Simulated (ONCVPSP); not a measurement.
**Reading a pseudo-wave (cobalt (Co))**

Columns: radius, all-electron u(r) and pseudo u(r) of the 3s shell (level -103.38 eV) of cobalt in the configuration [Ne] 3s2 3p6 3d7 4s1.5 4p0.5; PBE, scalar-relativistic, ONCV scheme, ONCVPSP 4.0.1.

| r (bohr) | all-electron | pseudo |
| --- | --- | --- |
| 0.068 | 0.0605 | 0.1626 |
| 0.135 | -0.5738 | 0.3212 |
| 0.202 | -0.6354 | 0.4765 |
| 0.270 | -0.2956 | 0.6288 |
| 0.338 | 0.1733 | 0.7721 |
| 0.405 | 0.5993 | 0.8994 |
| 0.473 | 0.9277 | 1.0083 |
| 0.540 | 1.1358 | 1.0897 |
| 0.608 | 1.2439 | 1.1424 |
| 0.675 | 1.2703 | 1.1632 |
| 0.742 | 1.2402 | 1.1540 |
| 0.810 | 1.1717 | 1.1157 |
| 0.878 | 1.0810 | 1.0521 |
| 0.945 | 0.9810 | 0.9699 |
| 1.013 | 0.8769 | 0.8742 |
| 1.080 | 0.7767 | 0.7764 |
| 1.148 | 0.6808 | 0.6807 |
| 1.215 | 0.5938 | 0.5937 |
| 1.283 | 0.5139 | 0.5138 |
| 1.350 | 0.4435 | 0.4435 |
| 1.418 | 0.3804 | 0.3804 |
| 1.485 | 0.3260 | 0.3259 |
| 1.553 | 0.2778 | 0.2777 |
| 1.620 | 0.2368 | 0.2367 |
| 1.688 | 0.2008 | 0.2008 |
| 1.755 | 0.1705 | 0.1704 |

(1) How many radial nodes do the two functions have?

(2) At about which radius was the pseudo-wave matched?

(3) Where does each function peak?

(4) Is the pseudo-wave norm-conserving?

Answers

(1) The all-electron 3s function has n − l − 1 = 2; the pseudo-wave has 0, since the states of the same l below it are removed with the core.

(2) 1.15 bohr. The columns agree to 0.0005 from 1.08 bohr on; several derivatives are matched, so the curves merge somewhat inside the radius.

(3) Outermost all-electron maximum near 0.68 bohr, pseudo maximum near 0.68 bohr (to the table’s step).

(4) Yes: the ONCV scheme keeps the norm inside the radius equal to the all-electron one, which fixes the energy derivative of the logarithmic derivative at the level.
